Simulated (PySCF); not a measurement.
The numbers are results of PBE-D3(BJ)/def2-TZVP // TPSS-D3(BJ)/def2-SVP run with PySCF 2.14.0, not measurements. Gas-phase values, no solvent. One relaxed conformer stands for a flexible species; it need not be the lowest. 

Reference species: [Mo(NH2)6] (neutral, multiplicity 1).

```yaml
mean_distance_from_the_central_atom_to_its_bonded_neighbours: 2.005 Å
charge on the central atom (Mulliken): 1.39 e
```

Changed species: [Mo(OH)3(NH2)3] (3 of 6 OH replaced by NH2; the reference has 6 of 6 OH replaced by NH2).

**Question.** What does the change do to the mean distance from the central atom to its bonded neighbours and charge on the central atom (Mulliken)?

**Answer.** the mean distance from the central atom to its bonded neighbours decreases by 0.038 Å, to 1.967 Å; the charge on the central atom (Mulliken) stays essentially unchanged.
